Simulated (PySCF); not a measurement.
# What settings do to a single point of [WOF3]−

The sound run of [WOF3]− (triplet) uses PySCF 2.14.0, UKS B3LYP, W def2-SVP with ECP60, O def2-SVP, F def2-SVP; non-relativistic Hamiltonian with scalar-relativistic core potentials where named; density fitting; no spin-orbit coupling, grid (50, 194), threshold 1e-8 Eh and 55 cycles, at the relaxed geometry:

```xyz
5

W    -0.1457    0.0349    0.0644
O     0.7309    1.0832    1.1219
F    -0.5562   -1.5303    1.1611
F     0.3070   -1.2976   -1.2959
F    -0.5820    1.1533   -1.4783
```

There W1 has a Mulliken charge of 0.76 e and the dipole about the centre of mass is 0.86 D. Each run below changes one thing and starts from free metal ions and neutral atoms unless it says otherwise; with 55 cycles, smearing, a level shift and second-order steps follow where DIIS fails, and their cycles count. Energy shifts count from the sound run.

| change | outcome | cycles | energy shift (eV) | largest force component (eV/Å) | charge on W1 (e) | dipole about the centre of mass (D) |
| --- | --- | --- | --- | --- | --- | --- |
| charge changed by -3, spin kept, limit 100 cycles | refused | – | – | – | – | – |
| threshold 1e-06 | converged | 11 | 0.0000 | 0.02 | 0.76 | 0.86 |
| grid (99, 590) | converged | 13 | 0.0024 | 0.03 | 0.76 | 0.86 |
| all coordinates × 0.94 | converged | 12 | 1.05 | 4.74 | 0.62 | 0.33 |

**Question.** How does the run with this change end: start from the bare core Hamiltonian, limit 81 cycles?

**Answer.** outcome converged, cycles 18, energy shift (eV) 0.0000, largest force component (eV/Å) 0.02, charge on W1 (e) 0.76, dipole about the centre of mass (D) 0.86.

Started from ions, an open shell can land on another state than the sound run's, and that then enters the shifts.

Forces carry noise of the integration grid, about 0.01 to 0.03 eV/Å.

Open shells may have lower solutions than the one found.
